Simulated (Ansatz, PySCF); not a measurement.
siletan-1-amine (C₃H₉NSi), SMILES N[SiH]1CCC1. Atoms are numbered in the order given.

```xyz
14

N      2.1037    -0.2622    -0.3534
Si     0.5449     0.3191     0.0918
C     -0.9637     0.3671    -1.0611
C     -1.7902    -0.0920     0.1688
C     -0.6871    -0.7808     1.0153
H      2.2431    -1.1230    -0.8674
H      2.9006     0.3570    -0.4259
H      0.7880     1.6352     0.7606
H     -1.2943     1.2854    -1.5678
H     -0.9063    -0.4391    -1.8125
H     -2.6578    -0.7303    -0.0679
H     -2.1803     0.7875     0.7076
H     -0.8019    -0.7481     2.1083
H     -0.5676    -1.8356     0.7137
```

Geometry optimised at PBE0-D3(BJ)/def2-SVP. One conformer was computed; it need not be the lowest.

Two levels are set side by side: PBE-D3(BJ)/def2-SVP (Ansatz, an electronic-structure program) and PBE0-D3(BJ)/def2-SVP (Ansatz). Each level has its own optimised geometry; the coordinates shown are those of the second. Frequencies come from the Hessian of PySCF at each geometry. Differences are taken from unrounded values.

```
quantity                            PBE0-D3(BJ)  PBE-D3(BJ)  PBE-D3(BJ) minus PBE0-D3(BJ)
----------------------------------  -----------  ----------  ----------------------------
mean bond length (Å)                      1.339       1.349                         0.010
bond N1–Si2 (Å)                           1.722       1.739                         0.017
bond Si2–C3 (Å)                           1.899       1.916                         0.017
bond Si2–C5 (Å)                           1.892       1.904                         0.012
bond C3–C4 (Å)                            1.551       1.561                         0.009
bond C4–C5 (Å)                            1.552       1.562                         0.010
bond N1–H6 (Å)                            1.012       1.022                         0.010
bond N1–H7 (Å)                            1.012       1.022                         0.010
bond Si2–H8 (Å)                           1.496       1.507                         0.011
bond C3–H9 (Å)                            1.100       1.108                         0.008
bond C3–H10 (Å)                           1.104       1.112                         0.008
bond C4–H11 (Å)                           1.103       1.111                         0.008
bond C4–H12 (Å)                           1.103       1.111                         0.008
bond C5–H13 (Å)                           1.099       1.107                         0.008
bond C5–H14 (Å)                           1.104       1.112                         0.008
highest harmonic wavenumber (cm⁻¹)         3735        3597                          -137
mean harmonic wavenumber (cm⁻¹)            1425        1381                           -44
zero-point energy (kcal/mol)              73.33       71.06                         -2.27
```

Exact exchange shortens and stiffens bonds; PBE has none. Differences between two approximate levels are no errors against the true value.
